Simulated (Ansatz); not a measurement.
One change: `[CH3][Al]([F])[GeH3]` becomes `C[BH][Al]([CH3])[F]`.

Ansatz, PBE0-D4/def2-TZVP geometries, multiplicity 1. Each molecule was computed in one conformer, which needn't be the lowest.

Scalar relativity is left out up to krypton.

```json
{"property": "size of the dipole moment (B3LYP/def2-TZVPP) / D", "`[CH3][Al]([F])[GeH3]`": "1.76"}
{"property": "HOMO–LUMO gap (PBE0/def2-TZVPP) / eV", "`[CH3][Al]([F])[GeH3]`": "6.22"}
{"property": "LUMO energy (ωB97M-V/def2-TZVPP) / eV", "`[CH3][Al]([F])[GeH3]`": "0.30"}
{"property": "LUMO energy (PBE0/def2-TZVPP) / eV", "`[CH3][Al]([F])[GeH3]`": "-1.35"}
{"property": "HOMO energy (PBE/def2-TZVPP) / eV", "`[CH3][Al]([F])[GeH3]`": "-6.45"}
{"property": "HOMO energy (PBE0/def2-TZVPP) / eV", "`[CH3][Al]([F])[GeH3]`": "-7.57"}
```

Q: Give the same properties after the change, and the shifts. (Estimate.)

A: The calculation gave: 
| property | `C[BH][Al]([CH3])[F]` | shift |
| --- | --- | --- |
| size of the dipole moment (B3LYP/def2-TZVPP) / D | 2.21 | 0.45 |
| HOMO–LUMO gap (PBE0/def2-TZVPP) / eV | 5.21 | -1.01 |
| LUMO energy (ωB97M-V/def2-TZVPP) / eV | 0.12 | -0.18 |
| LUMO energy (PBE0/def2-TZVPP) / eV | -1.82 | -0.47 |
| HOMO energy (PBE/def2-TZVPP) / eV | -5.84 | 0.61 |
| HOMO energy (PBE0/def2-TZVPP) / eV | -7.03 | 0.54 |

With PBE0 the HOMO rises by 0.54 eV and the LUMO falls by 0.47 eV, so the gap narrows by about 1.01 eV. PBE moves the HOMO by 0.61 eV and ωB97M-V by 0.43 eV. Dipoles are sizes alone; their direction can turn.

B3LYP here is the variant with VWN-RPA as its local correlation; programs differ in this.
